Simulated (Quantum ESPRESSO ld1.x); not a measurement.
Values are calculated unless marked as measured or tabulated.
One sound ld1.x (Quantum ESPRESSO 7.5) input for neutral lithium gives E = -7.3346 hartree in 17 iterations:

```
 &input
    zed=3.0,
    iswitch=1,
    rel=0,
    dft='PW',
    config='[He] 2s1',
    verbosity='high',
    prefix='ld1',
    max_out_wfc=37,
    file_charge='ld1.rho',
 /
```

Changed or added lines, one case at a time, and what came of them:

- config='[Pd] 2s1': refused. The program stops in el_config with "wrong core: Pd": the cores known are He, Ne, Ar, Kr, Xe, Hg and Rn.
- rel=2 cau_fact=2.08: crashed. The program stops in dirsol with "no classical turning point found": with c below Z the Dirac equation of a point nucleus has no 1s solution.
- config='[He] 2s1 3f1': refused. The program stops in el_config with "main/angular quantum number mismatch": l must be smaller than n.
- config='[He] 2s': refused. The program stops in el_config with "no occupancy field?": each term needs its occupation.
- isic=1 latt=1: refused. The program stops in ld1_readin with "isic and latter correction not allowed": the two corrections exclude each other.
- dft='HF': refused. The program stops in ld1_setup with "HF not implemented yet": ld1.x has no Hartree-Fock; KLI and OEP are its exact-exchange options.
- noscf=.true.: ran as typed. With noscf the program prints the levels of a bare nucleus, with no screening and no total energy; they are not those of the atom.
